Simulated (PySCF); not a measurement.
Computed spin Hamiltonian

Species: C6H7O3 (doublet state).
Z-matrix (Å and degrees, GFN2-xTB geometry), rows numbered from 1:
```
O 
C   1  1.2242
C   2  1.4273  1  123.59
C   3  1.4856  2  121.50  1     0.71
C   4  1.5252  3  110.30  2  -155.22
C   5  1.5260  4  108.32  3   -52.03
C   6  1.5075  5  111.52  4    56.89
O   7  1.1984  6  125.01  5   148.72
O   3  1.3407  2  116.50  1  -178.59
H   2  1.1016  1  121.97  3   179.83
H   4  1.0977  3  109.16  2    83.99
H   4  1.0923  3  108.08  2   -31.45
H   5  1.0922  4  109.79  3    67.81
H   5  1.0898  4  110.61  3  -173.04
H   6  1.0947  5  110.05  4   -62.36
H   6  1.0902  5  112.04  4   177.86
```

The hyperfine couplings belong to this conformer and change with its torsions.

As a line formula: `O=C[C]1CCCC(=O)O1` [radical].

Computed with PySCF, UKS B3LYP, pcH-1 on C H O, non-relativistic, mean-field spin-orbit, GIAO. The structure is a single GFN2-xTB conformer in the gas phase; no vibrational or solvent corrections. Couplings are sensitive to structure, and on GFN2-xTB geometries they can be far from those on DFT ones. Stability of the SCF solution: not tested.

* g1, g2, g3: 2.00206, 2.00506, 2.00789
* g_iso: 2.00500
* Form of g: rhombic: the two nearest values differ by 48 % of g3 − g1
* ⟨S²⟩: 0.7605 (exact 0.7500)
* α and β electrons: 34, 33
* HOMO–LUMO gap, α and β orbitals: 5.31, 3.84 eV
* Total energy: -458.51719 Eh
* Basis functions: 295

Isotropic coupling and dipolar principal values T1 to T3, in mT (MHz turned into mT with g_iso):

```tsv
atom	isotope	a_iso	T1	T2	T3	Mulliken spin population
O1	17O	-0.76	-3.44	1.71	1.73	0.31
C2	13C	-1.17	-0.17	-0.02	0.19	-0.07
C3	13C	2.07	-2.02	-1.98	4.00	0.64
C4	13C	-0.75	-0.05	0.02	0.03	-0.05
C5	13C	0.21	-0.05	-0.03	0.08	0.01
C6	13C	-0.03	-0.02	-0.01	0.03	0.00
C7	13C	-0.08	-0.05	-0.02	0.07	0.00
O8	17O	-0.14	-0.66	0.32	0.34	0.06
O9	17O	-0.42	-1.35	0.64	0.71	0.06
H10	1H	-0.14	-0.17	-0.10	0.27	0.00
H11	1H	3.24	-0.14	-0.10	0.24	0.04
H12	1H	1.09	-0.16	-0.07	0.23	0.01
H13	1H	-0.03	-0.08	-0.07	0.15	0.00
H14	1H	-0.06	-0.06	-0.04	0.10	0.00
H15	1H	-0.02	-0.06	-0.04	0.11	0.00
H16	1H	-0.03	-0.04	-0.02	0.06	0.00
```

The Mulliken spin populations are largest on C3 (+0.64), O1 (+0.31), C2 (-0.07) and O9 (+0.06). The positive populations add up to 1.12 and the negative ones to -0.12, together 2S = 1. The angles at C3 add up to 360.0°, so it is planar.

Axes: g2 points within 8° of the C3–C4 bond.

Under fast tumbling the dipolar parts average out, and these isotropic splittings remain: 2 × 1H (H11/H12, I = 1/2, 3 lines) with 2.16 mT, 1 × 1H (H10, I = 1/2, 2 lines) with 0.14 mT and 2 × 1H (H13/H14, I = 1/2, 3 lines) with 0.04 mT.

Nuclei that the bonding pattern makes equivalent are averaged, as if the motion that swaps them (rotation, inversion, ring flip) were fast. The 1H value of +60.8 MHz is a mean of couplings from 30.6 to 90.9 MHz in this one geometry, not an average over conformers.

The 13C coupling of C3 (58.1 MHz) shows only in satellite lines or after enrichment, since that isotope makes up about 1.07 % of natural carbon.

The 17O coupling of O1 (-21.3 MHz) shows only in satellite lines or after enrichment, since that isotope makes up about 0.038 % of natural oxygen.

Examples of negative spin density at the nucleus (bohr⁻³): C2 (-0.0292), C4 (-0.0186) and C7 (-0.0020).
